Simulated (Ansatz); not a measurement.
Ansatz (a first-principles code) input (CCSD(T)/aug-cc-pVDZ):

Ansatz 0.2 input:
```yaml
crystal:
  periodic: [false, false, false]
  atoms:
    - {symbol: C, position_ang: [-1.91612097, -0.12057085, 0.27356055]}
    - {symbol: C, position_ang: [-0.53692026, -0.57462926, -0.15388333]}
    - {symbol: N, position_ang: [0.49803126, 0.49664831, 0.12723861]}
    - {symbol: C, position_ang: [1.89870170, 0.13126988, -0.26604588]}
    - {symbol: H, position_ang: [-2.23746010, 0.76926208, -0.27071531]}
    - {symbol: H, position_ang: [-2.63169911, -0.91313123, 0.05708119]}
    - {symbol: H, position_ang: [-1.96339703, 0.08041657, 1.34531925]}
    - {symbol: H, position_ang: [-0.20646674, -1.46146720, 0.38484641]}
    - {symbol: H, position_ang: [-0.47905113, -0.77633826, -1.22246904]}
    - {symbol: H, position_ang: [0.47158455, 0.72165907, 1.12453234]}
    - {symbol: H, position_ang: [2.56093868, 0.95904083, -0.02551166]}
    - {symbol: H, position_ang: [1.91518007, -0.06759052, -1.33409938]}
    - {symbol: H, position_ang: [2.18992248, -0.75814354, 0.28594099]}
    - {symbol: H, position_ang: [0.22026673, 1.35333539, -0.35738306]}
basis:
  gaussian:
    orbitals: aug-cc-pVDZ
total_charge: 1
magnetization: {spin_polarized: false}
correlation: {method: ccsd_t, electrons: outside_noble_gas}
output: {forces: true}
```

End of the output:

```
integrals: 0.75 GiB planned
1780 factors; integrals over basis functions are off by at most 6.9e-4 eV
mean field: 0.82 GiB planned
mean field evaluation 1: about -4720.2013 eV, gradient 4.8e1 eV
mean field evaluation 2: about -4720.2131 eV, gradient 4.8e1 eV
mean field evaluation 4: about -4726.0310 eV, gradient 3.8e0 eV
mean field evaluation 8: about -4726.0840 eV, gradient 1.6e-4 eV
mean field evaluation 16: about -4726.0703 eV, gradient 2.0e-1 eV
mean field -4726.08403481 eV, -173.6803848245 hartree, gradient 1.4e-6 eV, S^2 0.000000; 0 other end points of the search recorded, 0 dependent functions left out
4 core orbitals not correlated
reference -4726.08403481 eV, -173.6803848245 hartree; 13, 13 occupied and 165, 165 virtual orbitals, 1780 factors
densities: 4.79 GiB planned
second order -17.09229073 eV of doubles, -0.00000000 eV of singles
coupled cluster: 2.39 GiB planned
cycle   1  -18.16110789 eV  change    -1.1e0 eV  update   7.9e-2
cycle   2  -18.63799422 eV  change   -4.8e-1 eV  update   2.3e-2
cycle   3  -18.69532600 eV  change   -5.7e-2 eV  update   7.4e-3
cycle   4  -18.69628099 eV  change   -9.5e-4 eV  update   1.9e-3
cycle   5  -18.69708836 eV  change   -8.1e-4 eV  update   5.3e-4
cycle   6  -18.69718586 eV  change   -9.8e-5 eV  update   1.4e-4
cycle   7  -18.69718158 eV  change    4.3e-6 eV  update   3.8e-5
cycle   8  -18.69719129 eV  change   -9.7e-6 eV  update   1.1e-5
perturbative correction -0.55959044 eV, -0.0205645694 hartree
the calculation of the forces begins
Total energy: -4745.34081654 eV, -174.3880585002 hartree
Atom 0 at    -1.916121    -0.120571     0.273561 Å, force    -0.001616     0.048923     0.021128 eV/Å
Atom 1 at    -0.536920    -0.574629    -0.153883 Å, force     0.143060     0.101994     0.019214 eV/Å
Atom 2 at     0.498031     0.496648     0.127239 Å, force    -0.076000    -0.063756    -0.014288 eV/Å
Atom 3 at     1.898702     0.131270    -0.266046 Å, force    -0.116129     0.013214     0.025327 eV/Å
Atom 4 at    -2.237460     0.769262    -0.270715 Å, force    -0.119592     0.394436    -0.244223 eV/Å
Atom 5 at    -2.631699    -0.913131     0.057081 Å, force    -0.288587    -0.357022    -0.103242 eV/Å
Atom 6 at    -1.963397     0.080417     1.345319 Å, force     0.001636     0.089734     0.470608 eV/Å
Atom 7 at    -0.206467    -1.461467     0.384846 Å, force     0.159606    -0.378281     0.254004 eV/Å
Atom 8 at    -0.479051    -0.776338    -1.222469 Å, force     0.035666    -0.066762    -0.476823 eV/Å
Atom 9 at     0.471585     0.721659     1.124532 Å, force    -0.008074     0.072112     0.291158 eV/Å
Atom 10 at     2.560939     0.959041    -0.025512 Å, force     0.273430     0.372214     0.112288 eV/Å
Atom 11 at     1.915180    -0.067591    -1.334099 Å, force    -0.024390    -0.082283    -0.480750 eV/Å
Atom 12 at     2.189922    -0.758144     0.285941 Å, force     0.101651    -0.399082     0.262463 eV/Å
Atom 13 at     0.220267     1.353335    -0.357383 Å, force    -0.080662     0.254559    -0.136863 eV/Å
Dipole moment:     0.355567     0.269732     0.054675 e Å
```

It need not be the lowest isomer of its formula.
